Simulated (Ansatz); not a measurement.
Geometry optimisation, Ansatz 0.2.0, RKS PBE/def2-SVP.

input.yaml

```yaml
crystal:
  periodic: [false, false, false]
  atoms:
    - { symbol: "N", position_ang: [-0.5379, 1.7033, -0.6164] }
    - { symbol: Si, position_ang: [-0.0904, 0.117, -0.6191] }
    - { symbol: Si, position_ang: [1.1765, -0.5141, 1.1807] }
    - { symbol: S, position_ang: [-1.8674, -0.9294, -0.6858] }
    - { symbol: H, position_ang: [-1.2759, 1.8774, 0.0895] }
    - { symbol: H, position_ang: [-1.0906, 1.9372, -1.4973] }
    - { symbol: H, position_ang: [-2.84494, -0.00392, -0.9896] }
    - { symbol: H, position_ang: [1.5236, -1.9613, 1.1307] }
    - { symbol: H, position_ang: [0.503, -0.2139, 2.5147] }
    - { symbol: H, position_ang: [2.5157, 0.2039, 1.2341] }
    - { symbol: H, position_ang: [-1.4302, -2.1653, -0.8138] }
basis:
  gaussian: { orbitals: def2-SVP }
hamiltonian:
  xc: pbe
relax:
  f_tol: 0.02
  max_steps: 50
output:
  orbitals: {}
```

Command:

```bash
$ ansatz run input.yaml --threads 2 --pin off --max-ram 3072MiB --backend cpu --events-out ev --progress --plain --runs-dir out
```

Task: Where does it end, and by what steps?

Result: The run converged. The force dipped under the threshold on the way, but the program's further checks kept it going. After 38 steps the energy has fallen by 3.813 eV; H7 moved furthest, 1.48 Å. Parted: Si2–S4.

| step | energy less start (eV) | largest force component (eV/Å) | accepted |
| --- | --- | --- | --- |
| 0 | 0.0000 | 4.554 | yes |
| 2 | -2.5798 | 1.733 | yes |
| 4 | -3.4487 | 1.753 | yes |
| 6 | -3.7219 | 0.902 | yes |
| 8 | -3.7545 | 0.873 | yes |
| 10 | -3.7068 | 0.773 | no |
| 12 | -3.7884 | 0.605 | yes |
| 14 | -3.8039 | 0.085 | yes |
| 16 | -3.8065 | 0.042 | yes |
| 18 | -3.8072 | 0.133 | yes |
| 20 | -3.8086 | 0.065 | yes |
| 22 | -3.8104 | 0.105 | yes |
| 24 | -3.8115 | 0.092 | yes |
| 26 | -3.8121 | 0.118 | yes |
| 28 | -3.8122 | 0.063 | yes |
| 30 | -3.8129 | 0.038 | yes |
| 32 | -3.8131 | 0.041 | yes |
| 34 | -3.8132 | 0.020 | yes |
| 36 | -3.8133 | 0.013 | yes |
| 38 | -3.8133 | 0.013 | yes |

```xyz
11
Properties=species:S:1:pos:R:3
N -0.488 1.969 -0.424
Si 0.023 0.434 -1.084
Si 1.013 -0.375 0.979
S -2.213 -1.379 -0.307
H -0.475 2.270 0.556
H -0.935 2.670 -1.022
H -2.726 -1.360 -1.570
H 0.879 -1.875 1.148
H 0.440 0.253 2.236
H 2.499 -0.094 1.006
H -1.437 -2.462 -0.591
```

Whether the end is a true minimum wasn't checked by a vibrational analysis.

Run time: 2.1 min on 2 threads of Arm Neoverse N1, with other jobs on the host, peak memory 0.2 GiB.
